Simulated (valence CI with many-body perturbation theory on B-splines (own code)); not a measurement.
Te³⁸⁺: electric-dipole lines

Level of theory: relativistic CI+MBPT: four valence electrons over a frozen Dirac-Fock core [Ne], radial functions for each j: 11 s, 11 p, 9 d, 7 f, 5 g, 2 h, 1 i, with the one-electron correlation potential Σ1, the two-electron term Σ2, the three-electron term Σ3, Breit, model QED; selected CI, second order for the rest (own B-spline code, finite nucleus).

The last digits are not significant, and no measured levels were compared; by estimate large intervals hold to a few tenths of a per cent, small ones and those within an open d or f shell to about a per cent.

Lines 101 to 150 of 224 in falling wavelength, among levels below 3469.6 × 10³ cm⁻¹, chosen from the strongest by gf and those to the six lowest levels. Wavelengths and rates use the calculated energies. Electric multipoles are in the length gauge, E1 and E2 with the static RPA response of the core. Weak lines are less certain than strong ones. Lines between different terms over intervals too small for the method are left out, as are lines whose strength nearly cancels. Where a level lies close to another of its J and parity, the split of strength between their lines is uncertain. The highest levels of a list are the least certain.

Levels are named by their leading jj configuration (3d3/2^4 stands for four electrons in 3d with j = 3/2), which in mixed levels can hold well under half, so a name can repeat and another be missing. Letters in brackets count levels of one name in rising energy.

```tsv
λ vac (nm)	Upper	Lower	A (s⁻¹)	S (a.u.)
7.471	(3s^2 3p3/2 3d5/2) J=1	(3s^2 3p3/2^2) J=0	3.88e+10	2.39e-02
7.453	(3s 3p1/2 3p3/2 3d5/2) J=3 [a]	(3s 3p1/2 3p3/2^2) J=3	3.66e+10	5.24e-02
7.438	(3s 3p1/2 3p3/2 3d5/2) J=4 [c]	(3s^2 3p1/2 3d5/2) J=3	1.22e+11	2.24e-01
7.408	(3s^2 3p1/2 3d5/2) J=2	(3s^2 3p1/2 3p3/2) J=2	6.11e+07	6.13e-05
7.406	(3s 3p1/2 3p3/2 3d3/2) J=2 [d]	(3s 3p1/2 3p3/2^2) J=2 [a]	3.14e+10	3.15e-02
7.387	(3s 3p1/2 3p3/2 3d5/2) J=3 [c]	(3s^2 3p1/2 3d5/2) J=2	1.78e+11	2.47e-01
7.384	(3s 3p1/2 3p3/2 3d5/2) J=1 [b]	(3s 3p1/2 3p3/2^2) J=0	6.70e+10	3.99e-02
7.370	(3s^2 3p1/2 3d5/2) J=3	(3s^2 3p1/2 3p3/2) J=2	7.03e+10	9.72e-02
7.361	(3s 3p1/2 3p3/2 3d5/2) J=1 [c]	(3s 3p1/2 3p3/2^2) J=1 [a]	9.78e+10	5.78e-02
7.333	(3s 3p1/2 3p3/2 3d3/2) J=2 [e]	(3s 3p1/2 3p3/2^2) J=2 [a]	2.11e+10	2.06e-02
7.333	(3s 3p1/2^2 3d5/2) J=2	(3s 3p1/2^2 3p3/2) J=2	2.33e+10	2.26e-02
7.306	(3s 3p1/2 3p3/2 3d5/2) J=1 [b]	(3s^2 3p1/2 3d5/2) J=2	2.41e+10	1.39e-02
7.306	(3s 3p1/2 3p3/2 3d5/2) J=2 [b]	(3s 3p1/2 3p3/2^2) J=1 [a]	9.25e+10	8.90e-02
7.295	(3s 3p1/2 3p3/2 3d5/2) J=1 [a]	(3s 3p1/2 3p3/2^2) J=2 [a]	3.51e+10	2.02e-02
7.281	(3s 3p1/2 3p3/2 3d3/2) J=2 [a]	(3s 3p1/2^2 3p3/2) J=1	5.51e+10	5.25e-02
7.247	(3p1/2 3p3/2^3) J=2	(3s 3p1/2 3p3/2^2) J=1 [b]	1.94e+10	1.82e-02
7.234	(3s 3p1/2 3p3/2 3d3/2) J=2 [c]	(3s^2 3p1/2 3d3/2) J=2	6.25e+10	5.84e-02
7.232	(3s 3p1/2 3p3/2 3d5/2) J=0	(3s 3p1/2 3p3/2^2) J=1 [a]	9.79e+10	1.83e-02
7.185	(3s 3p1/2 3p3/2 3d3/2) J=1 [d]	(3s^2 3p1/2 3d3/2) J=1	5.29e+10	2.90e-02
7.167	(3s 3p1/2 3p3/2 3d5/2) J=2 [a]	(3s 3p1/2 3p3/2^2) J=3	8.82e+10	8.01e-02
7.164	(3s 3p1/2 3p3/2 3d3/2) J=0 [a]	(3s 3p1/2^2 3p3/2) J=1	2.44e+10	4.43e-03
7.149	(3s^2 3p1/2 3d5/2) J=2	(3s^2 3p1/2 3p3/2) J=1	1.29e+11	1.17e-01
7.108	(3s 3p1/2 3p3/2 3d3/2) J=3 [c]	(3s 3p1/2 3p3/2^2) J=2 [a]	4.56e+09	5.66e-03
7.095	(3s 3p1/2 3p3/2 3d3/2) J=0 [b]	(3s^2 3p1/2 3d3/2) J=1	9.40e+10	1.66e-02
7.076	(3s 3p1/2 3p3/2^2) J=0	(3s^2 3p1/2 3p3/2) J=1	6.43e+10	1.13e-02
7.073	(3s 3p1/2 3p3/2 3d5/2) J=4 [b]	(3s 3p1/2 3p3/2^2) J=3	3.93e+10	6.18e-02
7.063	(3s 3p1/2 3p3/2 3d5/2) J=2 [c]	(3s 3p1/2 3p3/2^2) J=1 [a]	2.44e+10	2.12e-02
7.046	(3s 3p1/2^2 3p3/2) J=1	(3s^2 3p1/2^2) J=0	6.49e+10	3.36e-02
7.045	(3s 3p1/2 3p3/2 3d5/2) J=1 [c]	(3s 3p1/2 3p3/2^2) J=0	1.77e+10	9.18e-03
7.032	(3s 3p1/2 3p3/2 3d3/2) J=2 [d]	(3s^2 3p1/2 3d3/2) J=2	2.41e+10	2.07e-02
7.017	(3s 3p1/2 3p3/2^2) J=1 [a]	(3s^2 3p1/2 3p3/2) J=2	8.47e+09	4.33e-03
7.010	(3p1/2 3p3/2^3) J=2	(3s 3p1/2 3p3/2^2) J=2 [b]	2.07e+11	1.76e-01
6.998	(3s 3p1/2 3p3/2 3d5/2) J=3 [b]	(3s 3p1/2 3p3/2^2) J=3	3.96e+10	4.69e-02
6.984	(3s^2 3p3/2 3d5/2) J=3	(3s^2 3p3/2^2) J=2	2.21e+11	2.60e-01
6.974	(3s 3p1/2 3p3/2 3d5/2) J=1 [c]	(3s^2 3p1/2 3d5/2) J=2	6.31e+10	3.17e-02
6.969	(3s 3p1/2 3p3/2 3d3/2) J=1 [b]	(3s^2 3p1/2 3d3/2) J=2	9.59e+09	4.81e-03
6.959	(3s 3p1/2 3p3/2 3d5/2) J=2 [b]	(3s^2 3p1/2 3d5/2) J=3	2.26e+10	1.88e-02
6.955	(3s 3p1/2 3p3/2 3d5/2) J=3 [d]	(3s^2 3p1/2 3d5/2) J=3	1.20e+11	1.39e-01
6.932	(3s 3p1/2 3p3/2 3d5/2) J=1 [a]	(3s^2 3p1/2 3d3/2) J=2	9.81e+09	4.84e-03
6.927	(3s 3p1/2 3p3/2 3d3/2) J=2 [b]	(3s 3p1/2^2 3p3/2) J=1	4.81e+10	3.94e-02
6.925	(3s 3p1/2 3p3/2 3d3/2) J=2 [f]	(3s^2 3p1/2 3d3/2) J=1	1.49e+11	1.22e-01
6.925	(3s 3p1/2 3p3/2 3d5/2) J=2 [b]	(3s^2 3p1/2 3d5/2) J=2	1.65e+10	1.35e-02
6.921	(3s 3p1/2 3p3/2 3d5/2) J=3 [d]	(3s^2 3p1/2 3d5/2) J=2	9.42e+09	1.08e-02
6.915	(3s^2 3p3/2 3d5/2) J=1	(3s^2 3p3/2^2) J=2	1.19e+11	5.83e-02
6.866	(3p1/2^2 3p3/2^2) J=0	(3s 3p1/2^2 3p3/2) J=1	8.93e+10	1.43e-02
6.836	(3s 3p1/2 3p3/2^2) J=2 [b]	(3s^2 3p1/2 3p3/2) J=2	1.74e+11	1.38e-01
6.808	(3s 3p1/2 3p3/2 3d5/2) J=2 [a]	(3s 3p1/2 3p3/2^2) J=2 [a]	4.30e+10	3.35e-02
6.784	(3s 3p1/2 3p3/2^2) J=1 [a]	(3s^2 3p1/2 3p3/2) J=1	8.59e+10	3.97e-02
6.764	(3s 3p1/2 3p3/2 3d5/2) J=4 [c]	(3s 3p1/2 3p3/2^2) J=3	9.30e+09	1.28e-02
6.763	(3s 3p1/2 3p3/2 3d3/2) J=3 [c]	(3s^2 3p1/2 3d3/2) J=2	1.62e+11	1.73e-01
```
